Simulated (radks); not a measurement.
The numbers below are computed, except where a source is named.
Species: Tb3+. Configuration: [Xe] 4f8.

Code: a radial shooting solver on a logarithmic mesh with Libxc functionals. Model: Dirac Kohn-Sham, PBE, spin-unpolarised, spherical densities, finite nucleus; open shells are shared between the two j in proportion to 2j + 1; Fermi nuclear charge, rms radius 5.06 fm.

Energy parts (eV):
total: -318818.54
kinetic: 348632.20
electron-nucleus: -782845.66
Hartree: 122367.09
exchange-correlation: -6972.17

Orbitals (lengths in bohr, moments of r in powers of bohr; r(90%) holds 90 % of the orbital's charge):
orbital,occ.,eigenvalue (eV),r(90%),<1/r>,<r>,small-component weight
1s1/2,2,-51827.30,0.0389,73.09,0.02151,5.88e-02
2s1/2,2,-8614.103,0.142,17.47,0.09096,1.30e-02
2p1/2,2,-8188.050,0.125,17.45,0.07590,1.31e-02
2p3/2,4,-7441.524,0.134,15.35,0.08284,1.21e-02
3s1/2,2,-1936.307,0.351,6.377,0.2390,4.14e-03
3p1/2,2,-1750.933,0.344,6.292,0.2286,4.08e-03
3p3/2,4,-1596.836,0.362,5.760,0.2418,3.81e-03
3d3/2,4,-1277.305,0.334,5.639,0.2141,3.69e-03
3d5/2,6,-1243.692,0.339,5.507,0.2182,3.61e-03
4s1/2,2,-409.5478,0.777,2.667,0.5409,1.32e-03
4p1/2,2,-336.8522,0.803,2.560,0.5520,1.24e-03
4p3/2,4,-302.4337,0.846,2.379,0.5819,1.14e-03
4d3/2,4,-182.6325,0.925,2.160,0.6155,9.76e-04
4d5/2,6,-176.3931,0.941,2.115,0.6260,9.49e-04
5s1/2,2,-76.3625,1.87,1.026,1.299,2.84e-04
5p1/2,2,-56.1198,2.10,0.9130,1.443,2.29e-04
5p3/2,4,-51.2902,2.23,0.8517,1.530,2.05e-04
4f5/2,3.42857,-34.6598,1.40,1.587,0.8218,5.74e-04
4f7/2,4.57143,-33.8082,1.42,1.568,0.8332,5.63e-04
5d3/2,0,-25.0369,3.19,0.6027,2.118,1.05e-04
5d5/2,0,-24.5749,3.25,0.5912,2.155,1.02e-04
6s1/2,0,-22.8024,4.33,0.4179,3.066,6.05e-05
6p1/2,0,-17.8989,4.98,0.3651,3.510,4.84e-05
6p3/2,0,-17.0403,5.19,0.3498,3.661,4.57e-05

The highest occupied level is 4f7/2 at -33.808 eV. For comparison, the ionisation energy in NIST's Atomic Spectra Database is 39.33 eV (semi-empirical). In exact Kohn-Sham theory the highest level is minus the ionisation energy, but local and semilocal functionals leave it too shallow, through self-interaction and a potential that decays too fast; potentials with the right tail come closer. The density falls to 0.001 e/bohr^3 at r = 3.22 bohr. Summed over all electrons, <r^2> = 34.72 bohr^2, which gives a Langevin (diamagnetic) susceptibility term of -27.5 x 10^-6 cm^3/mol.

Beside tabulated values, note that spin-unpolarised runs miss the spin-polarisation part of the exchange energy of open shells.
